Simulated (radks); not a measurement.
Species: S. Configuration: [Ne] 3s2 3p4. Calculated with a radial shooting solver on a logarithmic mesh with Libxc functionals: non-relativistic Kohn-Sham, SCAN, spin-polarised, spherical densities, point nucleus; open shells are filled with parallel spins first; meta-GGA in the generalised Kohn-Sham scheme.

Radial electron density D(r) = 4 pi r^2 rho(r):

```
   r/bohr * D(r) (the largest magnitude, 18.2, reaches the edge; | marks zero)
  0.01078 |       *
  0.01381 |           *
   0.0177 |                 *
  0.02269 |                        *
  0.02907 |                                 *
  0.03725 |                                          *
  0.04736 |                                                  *
  0.06069 |                                                      *
  0.07777 |                                                     *
  0.09966 |                                               *
   0.1277 |                                       *
   0.1636 |                                   *
   0.2097 |                                       *
   0.2666 |                                                *
   0.3416 |                                                    *
   0.4378 |                                              *
    0.561 |                              *
   0.7189 |               *
   0.9212 |        *
    1.181 |         *
    1.501 |          *
    1.923 |        *
    2.464 |    *
    3.158 | *
    4.047 |*
    5.186 *
    6.646 *
```

D(r) has 3 maxima, at r = 0.0663, 0.342, 1.49 bohr, and minima at 0.164, 0.998 bohr, inside which lie 2.18, 10.32 electrons.
